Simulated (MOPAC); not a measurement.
A run for MOPAC: PM7 on H2IrO2 (SMILES [OH][Ir][OH]), 2S+1 = 4, a spin state set in the input, which need not be the lowest.

```
PM7 1SCF PRECISE CHARGE=0 UHF MS=1.5 THREADS=1
H2IrO2

Ir     0.00399771 1    -0.30309494 1    -0.06071857 1
O      1.54145349 1     0.00025788 1    -1.11649653 1
H      1.63169321 1     0.76564942 1    -1.69410003 1
O     -1.53964868 1    -0.48393311 1     1.01379392 1
H     -1.69126688 1     0.05086732 1     1.80030699 1
```

Program output:

```
*******************************************************************************
 **                                                                           **
 **                              MOPAC v23.2.5                                **
 **                                                                           **
 *******************************************************************************
 ** MOPAC's Digital Object Identifier: https://doi.org/10.5281/zenodo.6511958 **
 **                                                                           **
 ** Please cite the open-source release paper for use of this MOPAC version:  **
 ** J. E. Moussa and J. J. P. Stewart (2026)                                  **
 ** MOPAC: An open-source semiempirical molecular orbital program             **
 ** J. Open Source Softw., 11(119), 8025, https://doi.org/10.21105/joss.08025 **
 *******************************************************************************

                              PM7 CALCULATION RESULTS

 *******************************************************************************
 *  PM7        - The PM7 Hamiltonian to be used
 *  UHF        - UNRESTRICTED HARTREE-FOCK CALCULATION
 *
 *
 *
 *                 CHARGE ON SYSTEM = 0
 *
 *
 *
 *  MS=        - IN MECI, MAGNETIC COMPONENT OF SPIN =  1.5
 *  PRECISE    - TIGHTER CRITERIA TO BE USED
 *  1SCF       - DO 1 SCF AND THEN STOP
 *  THREADS=1  - MULTI-THREADING NOT USED
 *  T=         - A TIME OF 172800.0 SECONDS REQUESTED
 *  DUMP=N     - RESTART FILE WRITTEN EVERY 7200.0 SECONDS REQUESTED
 *******************************************************************************
PM7 1SCF PRECISE CHARGE=0 UHF MS=1.5 THREADS=1
 H2IrO2

   ATOM   CHEMICAL          X               Y               Z
  NUMBER   SYMBOL      (ANGSTROMS)     (ANGSTROMS)     (ANGSTROMS)

     1      Ir          0.00399771  *  -0.30309494  *  -0.06071857  *
     2       O          1.54145349  *   0.00025788  *  -1.11649653  *
     3       H          1.63169321  *   0.76564942  *  -1.69410003  *
     4       O         -1.53964868  *  -0.48393311  *   1.01379392  *
     5       H         -1.69126688  *   0.05086732  *   1.80030699  *



          CARTESIAN COORDINATES

    NO.       ATOM           X           Y           Z

     1        Ir          0.0040     -0.3031     -0.0607
     2         O          1.5415      0.0003     -1.1165
     3         H          1.6317      0.7656     -1.6941
     4         O         -1.5396     -0.4839      1.0138
     5         H         -1.6913      0.0509      1.8003

 General Reference for PM7:
 "Optimization of Parameters for Semiempirical Methods VI: More Modifications to the
 NDDO Approximations and Re-optimization of Parameters", J. J. P. Stewart, J. Mol. Mod., 1:32, 19 (2013)
 https://link.springer.com/article/10.1007/s00894-012-1667-x

           Empirical Formula: H2 O2 Ir  =     5 atoms



      MOLECULAR POINT GROUP   :   C2


          UHF CALCULATION, NO. OF ALPHA ELECTRONS =   13
                           NO. OF BETA  ELECTRONS =   10

 -------------------------------------------------------------------------------
 PM7 1SCF PRECISE CHARGE=0 UHF MS=1.5 THREADS=1
 H2IrO2



     1SCF WAS SPECIFIED, SO BFGS WAS NOT USED
     SCF FIELD WAS ACHIEVED


                              PM7 CALCULATION
                                                       MOPAC v23.2.5 Linux




          FINAL HEAT OF FORMATION =         34.17033 KCAL/MOL =     142.96864 KJ/MOL


          COSMO AREA              =        100.27 SQUARE ANGSTROMS
          COSMO VOLUME            =         88.22 CUBIC ANGSTROMS

          IONIZATION POTENTIAL    =          8.819389 EV
          ALPHA SOMO LUMO (EV)    =         -9.040  0.972
          BETA  SOMO LUMO (EV)    =         -8.819 -2.605
          NO. OF ALPHA ELECTRONS  =         13
          NO. OF BETA  ELECTRONS  =         10
          MOLECULAR WEIGHT        =        226.2346         POINT GROUP:  C2

          MOLECULAR DIMENSIONS (Angstroms)

            Atom       Atom       Distance
            H     5    H     3     4.87482
            O     2    O     4     0.76701
           Ir     1    H     3     0.72119


          SCF CALCULATIONS        =          1





   ATOM   CHEMICAL          X               Y               Z
  NUMBER   SYMBOL      (ANGSTROMS)     (ANGSTROMS)     (ANGSTROMS)

     1      Ir          0.00399771  *  -0.30309494  *  -0.06071857  *
     2       O          1.54145349  *   0.00025788  *  -1.11649653  *
     3       H          1.63169321  *   0.76564942  *  -1.69410003  *
     4       O         -1.53964868  *  -0.48393311  *   1.01379392  *
     5       H         -1.69126688  *   0.05086732  *   1.80030699  *

                             CARTESIAN COORDINATES

   1   Ir        0.003997710    -0.303094940    -0.060718570
   2    O        1.541453490     0.000257880    -1.116496530
   3    H        1.631693210     0.765649420    -1.694100030
   4    O       -1.539648680    -0.483933110     1.013793920
   5    H       -1.691266880     0.050867320     1.800306990


           Empirical Formula: H2 O2 Ir  =     5 atoms



      MOLECULAR POINT GROUP   :   C2


          ALPHA EIGENVALUES
 -29.68638 -26.90936 -18.23728 -16.30695 -14.47591 -13.79514 -13.12073 -12.51556
 -10.54826 -10.54769  -9.64717  -9.10404  -9.03961   0.97231   5.24133   6.09669
  25.95554  25.96332  27.06951


           BETA EIGENVALUES
 -28.80725 -26.22085 -17.75329 -16.00731 -13.52347 -13.07645 -12.13816 -11.78071
  -8.82016  -8.81939  -2.60503  -0.59050  -0.52670   2.55006   5.49367   6.74351
  25.98936  25.99775  27.08636


              NET ATOMIC CHARGES AND DIPOLE CONTRIBUTIONS

  ATOM NO.   TYPE          CHARGE      No. of ELECS.   s-Pop       p-Pop       d-Pop
    1         Ir           1.015952        7.9840     0.93076     0.04724     7.00605
    2          O          -0.878505        6.8785     1.80243     5.07607
    3          H           0.370533        0.6295     0.62947
    4          O          -0.878614        6.8786     1.80232     5.07630
    5          H           0.370634        0.6294     0.62937
 DIPOLE           X         Y         Z       TOTAL
 POINT-CHG.    -0.094     2.015     0.326     2.044
 HYBRID        -0.013     0.270     0.044     0.274
 SUM           -0.107     2.286     0.370     2.318


          ATOMIC ORBITAL ELECTRON POPULATIONS

     Atom    s        px        py        pz      x^2-y^2     xz        z^2       yz        xy
    1 Ir   0.93076   0.02792   0.00307   0.01624   1.36559   1.01322   1.49027   1.75364   1.38334
    2  O   1.80243   1.78107   1.59748   1.69752
    3  H   0.62947
    4  O   1.80232   1.77796   1.73256   1.56578
    5  H   0.62937


                    (SZ)    =    1.500000
                    (S**2)  =    3.757250


          ATOMIC ORBITAL SPIN POPULATIONS

    Atom   Total    s     px     py     pz   x^2-y^2  xz     z^2    yz     xy
         Atomic
    1 Ir  2.6885  0.786  0.001 -0.000  0.000  0.331  0.262  0.506  0.225  0.578
    2  O  0.1477  0.016  0.007  0.054  0.070
    3  H  0.0080  0.008
    4  O  0.1478  0.016  0.010  0.079  0.043
    5  H  0.0080  0.008

 **********************
 *                    *
 * JOB ENDED NORMALLY *
 *                    *
 **********************




 == MOPAC DONE ==
```

The run finished.

Cost: very roughly 0.020 core-seconds.
